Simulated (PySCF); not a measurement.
Several molecules and their computed UV-vis stick spectra, shuffled. Level of theory: PySCF, TDDFT wB97X-D/def2-SVPD, vertical, gas phase, core orbitals frozen in the response. Geometries: GFN2-xTB; one conformer of each isolated species. Triplets are in the Tamm–Dancoff approximation.

A. `FC(F)O[C@@H]1CCC=N1`
B. `[SiH3]S[C@H]1CC[SiH2]1`
C. `Cc1cccs1`

Lowest singlet levels (six at most, fewer where fewer were computed) with oscillator strengths:

1. 227 nm (f 0.010); 214 nm (f 0.009); 200 nm (f 0.008); 187 nm (f 0.002); 184 nm (f 0.049); 183 nm (f 0.015); T1 5.16 eV
2. 228 nm (f 0.002); 165 nm (f 0.074); 156 nm (f 0.070); 154 nm (f 0.111); 143 nm (f 0.001); 142 nm (f 0.022); T1 4.71 eV
3. 219 nm (f 0.118); 208 nm (f 0.093); 204 nm (f 0.001); 194 nm (f 0.000); 185 nm (f 0.002); 172 nm (f 0.002); T1 3.77 eV

Problem. Match each spectrum to its molecule.

Solution. 1 = B, 2 = A, 3 = C.
- A: S1 at 5.44 eV, HOMO→LUMO (96%); Löwdin shares by element: HOMO nitrogen 54%, carbon 25% or more (atoms not listed hold the other 21%); LUMO carbon 45% or more, nitrogen 33%, hydrogen 6% or more (atoms not listed hold the other 15%); HOMO -9.94 and LUMO 1.19 eV.
- B: S1 at 5.47 eV, HOMO→LUMO (72%); Löwdin shares by element: HOMO sulfur 62%, silicon 13%, carbon 13% or more; LUMO silicon 35%, sulfur 16%, hydrogen 8% or more (atoms not listed hold the other 40%); HOMO -8.35 and LUMO 1.44 eV.
- C: S1 at 5.65 eV, HOMO→LUMO (96%); Löwdin shares by element: HOMO carbon 81% or more (atoms not listed hold the other 19%); LUMO carbon 53% or more, sulfur 23% (atoms not listed hold the other 24%); HOMO -8.38 and LUMO 1.38 eV; point group Cs, 1 of its 6 listed states under f = 0.0005.
A and B have S1 within 0.03 eV of each other; their strongest listed levels stand at 8.03 eV (f 0.111) and 6.72 eV (f 0.049).
